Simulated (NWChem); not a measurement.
System: NH₃Se₂; SMILES [Se]([SeH])N

NWChem input:

```
start job
memory heap 200 mb stack 900 mb global 1100 mb
geometry units angstroms noautoz
  Se    -0.394839    -0.941429     0.014451
  N      1.234878    -1.799983     0.015758
  H      1.793762    -1.593621     0.852680
  H      1.788124    -1.608743    -0.828357
  Se    -0.010602     1.409954     0.042453
  H      0.065880     1.600043    -1.435558
end
basis spherical
  * library def2-tzvp
end
dft
  xc xpbe96 cpbe96
  iterations 150
  mulliken
end
task dft energy
```

Output (shortened):

```
             Northwest Computational Chemistry Package (NWChem) 7.3.0
             --------------------------------------------------------

 C1  symmetry detected

                             Geometry "geometry" -> ""
                             -------------------------

 Output coordinates in angstroms (scale by  1.889725989 to convert to a.u.)

  No.       Tag          Charge          X              Y              Z
 ---- ---------------- ---------- -------------- -------------- --------------
    1 Se                  34.0000    -0.40758675    -0.95051167     0.00848482
    2 N                    7.0000     1.19262916    -1.86285946     0.01345973
    3 H                    1.0000     1.75740573    -1.67303693     0.85034076
    4 H                    1.0000     1.75261366    -1.69235932    -0.83065583
    5 Se                  34.0000     0.05473061     1.38683541     0.03074407
    6 H                    1.0000     0.13868517     1.57040553    -1.44768533

 Effective nuclear repulsion energy (a.u.)     413.3272007676

  pbe96 is a nonlocal functional; adding pw91lda local functional.

                                 NWChem DFT Module
                                 -----------------

 Summary of "ao basis" -> "ao basis" (spherical)
 ------------------------------------------------------------------------------
       Tag                 Description            Shells   Functions and Types
 ---------------- ------------------------------  ------  ---------------------
 Se                        def2-tzvp                16       48   6s5p4d1f
 N                         def2-tzvp                11       31   5s3p2d1f
 H                         def2-tzvp                 4        6   3s1p

            General Information
            -------------------
          SCF calculation type: DFT
          Wavefunction type:  closed shell.
          No. of atoms     :     6
          No. of electrons :    78
           Alpha electrons :    39
            Beta electrons :    39
          Charge           :     0
          Spin multiplicity:     1
          Use of symmetry is: off; symmetry adaption is: off
          Maximum number of iterations: 150
          AO basis - number of functions:   145
                     number of shells:    55
          Convergence on energy requested:  1.00D-06
          Convergence on density requested:  1.00D-05
          Convergence on gradient requested:  5.00D-04

              XC Information
              --------------
          PerdewBurkeErnzerhof Exchange Functional  1.000
            Perdew 1991 LDA Correlation Functional  1.000 local
           PerdewBurkeErnz. Correlation Functional  1.000 non-local

             Grid Information
             ----------------
          Grid used for XC integration:  medium
          Radial quadrature: Mura-Knowles
          Angular quadrature: Lebedev.
          Tag              B.-S. Rad. Rad. Pts. Rad. Cut. Ang. Pts.
          ---              ---------- --------- --------- ---------
          Se                  1.15      112          11.0       590
          N                   0.65       49          11.0       434
          H                   0.35       45          11.0       434
          Grid pruning is: on
          Number of quadrature shells:   408
          Spatial weights used:  Erf1

      Superposition of Atomic Density Guess
      -------------------------------------

 Sum of atomic energies:       -4855.42403255

      Non-variational initial energy
      ------------------------------

 Total energy =   -4856.166851
 1-e energy   =   -7587.268852
 2-e energy   =    2317.774800
 HOMO         =      -0.250191
 LUMO         =      -0.031607

     ---------------------------------------------
      Total Density - Mulliken Population Analysis
     ---------------------------------------------

    Atom       Charge   Shell Charges
 -----------   ------   -------------------------------------------------------
    1 Se  34    33.84   2.00  2.00  1.17  0.78  0.99  0.94  6.00  5.93  0.88  2.06  0.97  8.96  1.04  0.03  0.08  0.02
    2 N    7     7.72   0.82  1.16  0.57  0.84  0.17  1.50  1.82  0.81  0.00  0.03  0.00
    3 H    1     0.69   0.22  0.35  0.09  0.03
    4 H    1     0.69   0.22  0.35  0.09  0.03
    5 Se  34    34.27   2.00  2.00  1.16  0.78  0.99  0.93  6.00  5.93  0.94  2.30  1.15  8.96  1.04  0.01  0.06  0.01
    6 H    1     0.80   0.19  0.43  0.16  0.02

   convergence    iter        energy       DeltaE   RMS-Dens  Diis-err
 ---------------- ----- ----------------- --------- --------- ---------
 d= 0,ls=0.0,diis     1  -4858.8567343317 -5.27D+03  5.31D-03  1.35D+00
 d= 0,ls=0.0,diis     2  -4858.8669175088 -1.02D-02  5.02D-03  3.81D-01
 d= 0,ls=0.0,diis     3  -4858.8496561200  1.73D-02  2.98D-03  5.10D-01
 d= 0,ls=0.0,diis     4  -4858.9071556842 -5.75D-02  9.96D-04  4.50D-02
 d= 0,ls=0.0,diis     5  -4858.9115572119 -4.40D-03  4.11D-04  4.08D-03
  Resetting Diis
 d= 0,ls=0.0,diis     6  -4858.9120848175 -5.28D-04  1.47D-04  5.34D-04
 d= 0,ls=0.0,diis     7  -4858.9121648239 -8.00D-05  7.84D-05  3.55D-05
 d= 0,ls=0.0,diis     8  -4858.9121537518  1.11D-05  5.61D-05  1.06D-04
 d= 0,ls=0.0,diis     9  -4858.9121695778 -1.58D-05  1.02D-05  4.15D-06
 d= 0,ls=0.0,diis    10  -4858.9121701184 -5.41D-07  1.94D-06  1.54D-07

         Total DFT energy =    -4858.912170118357
      One electron energy =    -7587.402498761923
           Coulomb energy =     2496.648989088713
    Exchange-Corr. energy =     -181.485861212789
 Nuclear repulsion energy =      413.327200767642

 Numeric. integr. density =       77.999997989664

                       DFT Final Molecular Orbital Analysis
                       ------------------------------------

 Vector   37  Occ=2.000000D+00  E=-2.467401D-01
              MO Center=  5.9D-01, -7.5D-01,  2.6D-02, r^2= 4.2D+00
   Bfn.  Coefficient  Atom+Function         Bfn.  Coefficient  Atom+Function
  ----- ------------  ---------------      ----- ------------  ---------------
    55      0.279678  2 N  py               108      0.253391  5 Se py
    61      0.248489  2 N  py                58      0.236041  2 N  py
    52     -0.168419  2 N  s                102     -0.164566  5 Se py
   107      0.160584  5 Se px                 5      0.157012  1 Se s
   105      0.147026  5 Se py               111      0.141432  5 Se py

 Vector   38  Occ=2.000000D+00  E=-2.182292D-01
              MO Center=  1.7D-01,  8.6D-01,  7.6D-04, r^2= 3.3D+00
   Bfn.  Coefficient  Atom+Function         Bfn.  Coefficient  Atom+Function
  ----- ------------  ---------------      ----- ------------  ---------------
   107      0.446513  5 Se px               110      0.320581  5 Se px
   101     -0.294995  5 Se px               104      0.264795  5 Se px
    55     -0.172810  2 N  py                58     -0.151659  2 N  py
    61     -0.138595  2 N  py               108     -0.128828  5 Se py
   111     -0.099318  5 Se py                98      0.089922  5 Se px

 Vector   39  Occ=2.000000D+00  E=-2.098870D-01
              MO Center= -2.8D-01, -7.4D-01, -3.3D-02, r^2= 2.5D+00
   Bfn.  Coefficient  Atom+Function         Bfn.  Coefficient  Atom+Function
  ----- ------------  ---------------      ----- ------------  ---------------
    18      0.487482  1 Se pz                21      0.359316  1 Se pz
    12     -0.322387  1 Se pz                15      0.293892  1 Se pz
    97     -0.110133  5 Se s                141      0.105804  6 H  s
     9      0.098154  1 Se pz               142      0.079159  6 H  s
    82     -0.077398  3 H  s                 87      0.072684  4 H  s

 Vector   40  Occ=0.000000D+00  E=-8.355719D-02
              MO Center= -7.6D-02,  1.3D-01, -6.2D-03, r^2= 4.5D+00
   Bfn.  Coefficient  Atom+Function         Bfn.  Coefficient  Atom+Function
  ----- ------------  ---------------      ----- ------------  ---------------
   111      0.515360  5 Se py                 6      0.419423  1 Se s
    20      0.417379  1 Se py                17      0.358376  1 Se py
   108      0.327017  5 Se py                97     -0.294271  5 Se s
    19      0.237524  1 Se px                11     -0.225723  1 Se py
    14      0.219611  1 Se py               102     -0.219464  5 Se py

 Vector   41  Occ=0.000000D+00  E=-4.505788D-02
              MO Center=  3.3D-01, -9.8D-01, -1.5D-02, r^2= 4.6D+00
   Bfn.  Coefficient  Atom+Function         Bfn.  Coefficient  Atom+Function
  ----- ------------  ---------------      ----- ------------  ---------------
    53      1.130478  2 N  s                 19     -0.519412  1 Se px
    88     -0.469088  4 H  s                 82     -0.465108  3 H  s
    20      0.415055  1 Se py                 6     -0.360640  1 Se s
    16     -0.349821  1 Se px                61      0.241328  2 N  py
   142     -0.239625  6 H  s                 51      0.210383  2 N  s

 Vector   42  Occ=0.000000D+00  E=-2.409336D-02
              MO Center=  4.3D-02,  1.2D+00, -5.5D-01, r^2= 4.2D+00
   Bfn.  Coefficient  Atom+Function         Bfn.  Coefficient  Atom+Function
  ----- ------------  ---------------      ----- ------------  ---------------
   142      1.248681  6 H  s                112      0.804098  5 Se pz
    97     -0.728554  5 Se s                109      0.316843  5 Se pz
     6     -0.244288  1 Se s                141      0.231002  6 H  s
    19     -0.195869  1 Se px                60     -0.193573  2 N  px
   103     -0.188463  5 Se pz                96     -0.184753  5 Se s

     ---------------------------------------------
      Total Density - Mulliken Population Analysis
     ---------------------------------------------

[...]
```

Level: PBE/def2-TZVP. Structure relaxed at the PBE-D3(BJ)/def2-SVP level.
